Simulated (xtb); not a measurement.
CS (SMILES [C-]#[S+]), singlet, geometry from GFN2-xTB; GFN2-xTB run with xtb 6.7.1.

Here is a job for xtb.
```
$ xtb mol.xyz --gfn 2 --chrg 0 --uhf 0 --json

# file mol.xyz
2

C     -0.00000000    -0.00000000    -1.10635751
S      0.00000000     0.00000000     0.41488407
```

It wrote (shortened):

```
   ID    Z sym.   atoms
    1    6 C      1
    2   16 S      2

           -------------------------------------------------
          |                Calculation Setup                |
           -------------------------------------------------

           -------------------------------------------------
          |                 G F N 2 - x T B                 |
           -------------------------------------------------

          ...................................................
          :                      SETUP                      :
          :.................................................:
          :  # basis functions                  14          :
          :  # atomic orbitals                  13          :
          :  # shells                            5          :
          :  # electrons                        10          :
          :  max. iterations                   250          :
          :  Hamiltonian                  GFN2-xTB          :
          :  restarted?                      false          :
          :  GBSA solvation                  false          :
          :  PC potential                    false          :
          :  electronic temp.          300.0000000     K    :
          :  accuracy                    1.0000000          :
          :  -> integral cutoff          0.2500000E+02      :
          :  -> integral neglect         0.1000000E-07      :
          :  -> SCF convergence          0.1000000E-05 Eh   :
          :  -> wf. convergence          0.1000000E-03 e    :
          :  Broyden damping             0.4000000          :
          :  net charge                          0          :
          :  unpaired electrons                  0          :
          ...................................................

 iter      E             dE          RMSdq      gap      omega  full diag
   1     -5.3156474 -0.531565E+01  0.143E+01    3.40       0.0  T
   2     -5.3117029  0.394446E-02  0.780E+00    3.24       1.0  T
   3     -5.2506121  0.610909E-01  0.667E+00    3.45       1.0  T
   4     -5.3148701 -0.642580E-01  0.334E+00    3.30       1.0  T
   5     -5.3222826 -0.741249E-02  0.532E-01    3.39       1.0  T
   6     -5.3226404 -0.357842E-03  0.226E-01    3.39       1.0  T
   7     -5.3227017 -0.612283E-04  0.525E-02    3.40       1.3  T
   8     -5.3227003  0.134406E-05  0.355E-02    3.40       2.0  T
   9     -5.3227016 -0.129110E-05  0.131E-02    3.40       5.4  T
[...]
         :: total energy              -5.267995672452 Eh    ::
[...]
         6                         -0.3129347              -8.5154 (LUMO)
         7                         -0.3129347              -8.5154
         8                         -0.1087548              -2.9594
         9                         -0.0422363              -1.1493
        10                         -0.0422363              -1.1493
        11                          0.0599245               1.6306
        12                          0.0599245               1.6306
        13                          0.9417837              25.6272
      -------------------------------------------------------------
                  HL-Gap            0.1247996 Eh            3.3960 eV
             Fermi-level           -0.3753345 Eh          -10.2134 eV

     #   Z          covCN         q      C6AA      α(0)
     1   6 C        0.976    -0.114    39.544    10.560
     2  16 S        0.976     0.114   134.633    19.625

 Mol. C6AA /au·bohr⁶  :        319.995187
 Mol. C8AA /au·bohr⁸  :      13228.387950
 Mol. α(0) /au        :         30.185031

Wiberg/Mayer (AO) data.
largest (>0.10) Wiberg bond orders for each atom

 ---------------------------------------------------------------------------
     #   Z sym  total        # sym  WBO       # sym  WBO       # sym  WBO
 ---------------------------------------------------------------------------
     1   6 C    2.820 --     2 S    2.820
     2  16 S    2.820 --     1 C    2.820
 ---------------------------------------------------------------------------

Topologies differ in total number of bonds
Writing topology from bond orders to xtbtopo.mol

molecular dipole:
                 x           y           z       tot (Debye)
 q only:        0.000       0.000       0.328
   full:       -0.000      -0.000       0.592       1.505
molecular quadrupole (traceless):
                xx          xy          yy          xz          yz          zz
 q only:        0.215       0.000       0.215       0.000       0.000      -0.429
  q+dip:        0.518       0.000       0.518       0.000       0.000      -1.035
   full:        1.311       0.000       1.311       0.000      -0.000      -2.622

           -------------------------------------------------
          | TOTAL ENERGY               -5.267995672452 Eh   |
          | GRADIENT NORM               0.000000203489 Eh/α |
          | HOMO-LUMO GAP               3.395969371088 eV   |
           -------------------------------------------------

normal termination of xtb
```
